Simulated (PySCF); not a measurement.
Isomers of C8H10Si.

All values: wB97X-D/def2-SVPD (PySCF) at PBE0-D3(BJ)/def2-SVP geometries, gas phase, one conformer each. Core orbitals are frozen in the response; Δα² is half the sum of the squared differences of the principal polarisabilities.

Question: Rank by dipole moment, highest first.
A. `[CH:1]#[C:2][SiH2:3][C:4]#[C:5][CH:6]1[CH2:7][CH2:8][CH2:9]1` with C5–C6–C7–C8 -142°, C6–C7–C8–C9 19°, C7–C8–C9–C6 -19°, C5–C6–C9–C8 142°
B. `[CH3:1][C:2]#[C:3][C:4]#[C:5]/[CH:6]=[CH:7]\[CH2:8][SiH3:9]` with C6–C7–C8–Si9 93°
C. `CC#CC1=C[Si@@H](C)C=C1`
D. `[CH:1]#[C:2][Si:3]1([CH:4]=[CH2:5])[CH2:6][CH:7]=[CH:8][CH2:9]1` with C2–Si3–C4–C5 -1°

Answer: A (1.88 D), C (0.99 D), B (0.83 D), D (0.38 D).

Question: Rank by mean static polarisability, highest first.
A. `[CH3:1][C:2]#[C:3][C:4]#[C:5]/[CH:6]=[CH:7]\[CH2:8][SiH3:9]` with C6–C7–C8–Si9 93°
B. `[CH:1]#[C:2][Si:3]1([CH:4]=[CH2:5])[CH2:6][CH:7]=[CH:8][CH2:9]1` with C2–Si3–C4–C5 -1°
C. `[CH:1]#[C:2][SiH2:3][C:4]#[C:5][CH:6]1[CH2:7][CH2:8][CH2:9]1` with C5–C6–C7–C8 -142°, C6–C7–C8–C9 19°, C7–C8–C9–C6 -19°, C5–C6–C9–C8 142°
D. `[CH3:1][C:2]#[C:3][C:4]#[C:5]/[CH:6]=[CH:7]/[CH2:8][SiH3:9]` with C6–C7–C8–Si9 -103°
E. `CC#CC1=C[Si@@H](C)C=C1`

Answer: D (22.58 Å³), A (21.31 Å³), E (18.60 Å³), C (17.65 Å³), B (16.97 Å³).

Question: Rank by polarisability anisotropy Δα, lowest first.
A. `[CH:1]#[C:2][SiH2:3][C:4]#[C:5][CH:6]1[CH2:7][CH2:8][CH2:9]1` with C5–C6–C7–C8 -142°, C6–C7–C8–C9 19°, C7–C8–C9–C6 -19°, C5–C6–C9–C8 142°
B. `CC#CC1=C[Si@@H](C)C=C1`
C. `[CH3:1][C:2]#[C:3][C:4]#[C:5]/[CH:6]=[CH:7]\[CH2:8][SiH3:9]` with C6–C7–C8–Si9 93°
D. `[CH:1]#[C:2][Si:3]1([CH:4]=[CH2:5])[CH2:6][CH:7]=[CH:8][CH2:9]1` with C2–Si3–C4–C5 -1°
E. `[CH3:1][C:2]#[C:3][C:4]#[C:5]/[CH:6]=[CH:7]/[CH2:8][SiH3:9]` with C6–C7–C8–Si9 -103°

Answer: D (4.91 Å³), A (8.22 Å³), B (14.16 Å³), C (19.39 Å³), E (26.37 Å³).

All values together:

| SMILES | μ (D) | HOMO (eV) | LUMO (eV) | α (Å³) | Δα (Å³) | ΔSCF removal energy (eV) |
| --- | --- | --- | --- | --- | --- | --- |
| CC#CC#C/C=C\C[SiH3] | 0.83 | -7.93 | 0.30 | 21.31 | 19.39 | 7.95 |
| C#C[Si]1(C=C)CC=CC1 | 0.38 | -8.88 | 1.30 | 16.97 | 4.91 | 9.00 |
| CC#CC1=C[Si@@H](C)C=C1 | 0.99 | -8.13 | 0.03 | 18.60 | 14.16 | 8.10 |
| C#C[SiH2]C#CC1CCC1 | 1.88 | -9.42 | 1.47 | 17.65 | 8.22 | 9.49 |
| CC#CC#C/C=C/C[SiH3] | 0.47 | -7.87 | 0.34 | 22.58 | 26.37 | 7.89 |

Conformers: `[CH3:1][C:2]#[C:3][C:4]#[C:5]/[CH:6]=[CH:7]\[CH2:8][SiH3:9]` with C6–C7–C8–Si9 93°; `[CH:1]#[C:2][Si:3]1([CH:4]=[CH2:5])[CH2:6][CH:7]=[CH:8][CH2:9]1` with C2–Si3–C4–C5 -1°; `[CH:1]#[C:2][SiH2:3][C:4]#[C:5][CH:6]1[CH2:7][CH2:8][CH2:9]1` with C5–C6–C7–C8 -142°, C6–C7–C8–C9 19°, C7–C8–C9–C6 -19°, C5–C6–C9–C8 142°; `[CH3:1][C:2]#[C:3][C:4]#[C:5]/[CH:6]=[CH:7]/[CH2:8][SiH3:9]` with C6–C7–C8–Si9 -103°.

By how much does the ΔSCF value exceed −ε(HOMO) over the species that have both?

By -0.04 to 0.12 eV, 0.04 eV on average, over 5 species.
